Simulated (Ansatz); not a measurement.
Cd(Me)2 (C2H6Cd), SMILES [CH3][Cd][CH3]. Atoms are numbered in the order given.

```xyz
9

Cd    -0.0024    -0.0038    -0.0018
C      1.6308     0.2522    -1.3522
H      2.3555    -0.5705    -1.2471
H      2.1551     1.2003    -1.1539
H      1.2753     0.2668    -2.3946
C     -1.6358    -0.2599     1.3484
H     -2.1805    -1.1916     1.1282
H     -2.3435     0.5801     1.2672
H     -1.2771    -0.3086     2.3887
```

Geometry optimised at B3LYP-D3(BJ)/def2-SVP. The isomer is the one that the SMILES or the coordinates give; other isomers of the formula were not compared. The def2 effective core potentials stand for the cores of Cd; spin–orbit coupling is left out.

Two levels are set side by side: PBE-D3(BJ)/def2-SVP (Ansatz, an electronic-structure program) and B3LYP-D3(BJ)/def2-SVP (Ansatz). Each level has its own optimised geometry; the coordinates shown are those of the second. Differences are taken from unrounded values.

```tsv
quantity	B3LYP-D3(BJ)
mean bond length (Å)	1.360
bond Cd1–C2 (Å)	2.135
bond Cd1–C6 (Å)	2.135
bond C2–H3 (Å)	1.101
bond C2–H4 (Å)	1.101
bond C2–H5 (Å)	1.101
bond C6–H7 (Å)	1.101
bond C6–H8 (Å)	1.101
bond C6–H9 (Å)	1.101
```

What does PBE-D3(BJ) give, and how far is it from B3LYP-D3(BJ)? (An estimate is asked for; the answer gives what the named calculation found.)


| quantity | PBE-D3(BJ) | PBE-D3(BJ) minus B3LYP-D3(BJ) |
|---|---|---|
| mean bond length (Å) | 1.363 | 0.003 |
| bond Cd1–C2 (Å) | 2.125 | -0.009 |
| bond Cd1–C6 (Å) | 2.125 | -0.009 |
| bond C2–H3 (Å) | 1.109 | 0.007 |
| bond C2–H4 (Å) | 1.109 | 0.007 |
| bond C2–H5 (Å) | 1.109 | 0.007 |
| bond C6–H7 (Å) | 1.109 | 0.007 |
| bond C6–H8 (Å) | 1.109 | 0.007 |
| bond C6–H9 (Å) | 1.109 | 0.007 |

On these quantities the two levels nearly agree.
